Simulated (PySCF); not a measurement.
Work out the structure from these simulated measurements.

Formula: C5H9ClO.

- Dipole: 3.14 D [CAM-B3LYP/def2-SVPD]
- 13C NMR: chemical shifts (computed TMS as zero) by class: 184.1 (1 C), 51.2 (1 C), 31.9 (1 C), 26.5 (1 C), 16.8 (1 C) ppm [GIAO PBE0/pcSseg-1]
- Rotational structure: rotational constants A, B, C: 6.633, 0.786, 0.715 GHz [GFN2-xTB]
- 1H NMR: chemical shifts (computed TMS as zero) by class: 2.85 (2 H), 1.50 (2 H), 1.17 (2 H), 1.09 (3 H) ppm [GIAO PBE0/pcSseg-1]
- Triplet: lowest triplet excitation (Tamm–Dancoff): 4.70 eV [TDA CAM-B3LYP/def2-SVPD]
- UV, strongest line: among the 8 lowest singlet transitions: S7 at 8.39 eV (148 nm, f = 0.105) [TDDFT CAM-B3LYP/def2-SVPD]
- Polarisability: 78.7 au [CAM-B3LYP/def2-SVPD]

Electronic properties: PySCF, gas phase, density fitting. Levels stand in brackets. One conformer (not necessarily the lowest) at the GFN2-xTB geometry, without solvent, vibrations or thermal averaging. NMR values are class means; diastereotopic atoms form classes of their own.

Problem. Give a SMILES that accounts for the data.

Solution. Numbering: `[CH3:1][CH2:2][CH2:3][CH2:4][C:5](=[O:6])[Cl:7]`. Its formula, C5H9ClO, gives 1 degree of unsaturation: 0 rings and 1 π bond in the structure found. 5 carbons fall into 5 classes; from least to most shielded: acyl halide carbon [C5] (184.1 ppm), sp3 carbon next to a carbonyl [C4] (51.2 ppm), chain CH2 carbon [C3] (31.9 ppm), chain CH2 carbon [C2] (26.5 ppm), methyl carbon [C1] (16.8 ppm). Hydrogen classes from least to most shielded: 2 H on an sp3 carbon next to a carbonyl, C4 (2.85 ppm), 2 H on a chain CH2 carbon, C3 (1.50 ppm), 2 H on a chain CH2 carbon, C2 (1.17 ppm), 3 H on a methyl carbon, C1 (1.09 ppm). The optimised geometry has point group Cs and is an asymmetric top. Structure: valeryl chloride, `ClC(=O)CCCC`. Computed isomers that give other values at the same levels: `CC(C)(C)C(=O)Cl` (13C chemical shifts (computed TMS as zero) by class: 191.3 (1 C), 49.6 (1 C), 29.3 (3 C) ppm); `CC(C)CC(=O)Cl` (13C chemical shifts (computed TMS as zero) by class: 184.3 (1 C), 58.6 (1 C), 29.1 (1 C), 23.5 (2 C) ppm); `ClC[C@H]1CCOC1` (13C chemical shifts (computed TMS as zero) by class: 75.4 (1 C), 70.9 (1 C), 55.5 (1 C), 47.6 (1 C), 31.5 (1 C) ppm). The assignments are read from this structure; whether some other isomer fits the data as well wasn't checked.

Shape of the structure used: `[CH3:1][CH2:2][CH2:3][CH2:4][C:5](=[O:6])[Cl:7]`: C1–C2–C3–C4 180°, C2–C3–C4–C5 180°, C3–C4–C5–O6 0°.
